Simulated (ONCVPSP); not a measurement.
**Si (Z = 14): one change to an ONCV potential, before and after**

```json
{
 "Element": "silicon",
 "Generator": "ONCVPSP 4.0.1",
 "Type": "optimised norm-conserving Vanderbilt (ONCV)",
 "Functional": "LDA (Perdew-Zunger)",
 "Relativity": "scalar-relativistic",
 "Frozen core": "[He]",
 "Valence charge": "12",
 "Reference configuration": "2s2 2p6 3s1.5 3p2.5",
 "Partial waves": "2s+3s: rc 0.90 bohr, ncon 3, nbas 7, qcut 17.8 1/bohr, 2 projectors; 2p+3p: rc 0.80 bohr, ncon 4, nbas 8, qcut 14.9 1/bohr, 2 projectors",
 "Local potential": "polynomial inside 0.60 bohr (lpopt 2, dvloc0 0 Ha)",
 "Core correction": "Teter function fitted to the true core (icmod 2), fcfact 0.35"
}
```

All-electron outer shells of the reference configuration (LDA (Perdew-Zunger), scalar-relativistic, ld1.x):

```csv
shell,level (eV),outermost node (bohr),outermost maximum (bohr)
1s,-1779.31,–,0.07
2s,-139.55,0.15,0.45
2p,-96.41,–,0.39
3s,-11.27,0.72,1.77
3p,-4.47,0.72,2.11
```

Change: all radii but the core radius scaled by about 0.80 (s 0.72, p 0.64 bohr); local potential polynomial inside 0.48 bohr (lpopt 2, dvloc0 0 Ha).

Cutoffs: the cutoffs (Ha) at which the residual kinetic energy of the hardest occupied pseudo-wave falls to 1 and 0.1 mHa per electron; they do not see the model core or the augmentation charge, which bear on the density cutoff. Errors are all-electron minus pseudo energies relative to the spin-unpolarised reference configuration.

Task: What does the change do?

Result: The potential gets harder (101 Ha and 194 Ha → 404 Ha and 512 Ha); of the 4 tests that both files solve, the error grows in 0 and shrinks in 2 by more than 15 % and 0.3 meV (median size 0.5 → 0.4 meV); neither file shows a bound ghost. A smaller radius makes the pseudo-wave follow the all-electron one further in, where it bends more sharply, so more plane waves are needed.

| quantity | base | changed |
| --- | --- | --- |
| cutoff, loose | 101 Ha | 404 Ha |
| cutoff, tight | 194 Ha | 512 Ha |
| loose cutoff by channel | s 83 Ha, p 101 Ha | s 101 Ha, p 404 Ha |
| bound ghosts | none | none |
| GHOST(+) flags under 300 eV | none | none |
| error for 2s2 2p6 3s2 3p2, meV [ΔE -3.38 eV] | +0.2 | 0.0 |
| error for 2s2 2p6 3s2 3p1, meV [ΔE 4.45 eV] | +0.9 | +0.6 |
| error for 2s2 2p6 3s2 3p0, meV [ΔE 20.56 eV] | +3.4 | +2.3 |
| error for 2s2 2p6 3s1 3p3, meV [ΔE 3.43 eV] | 0.0 | +0.1 |
| rms error of d²Exc/dni dnj with the model core, mHa | 1.56 | 1.53 |
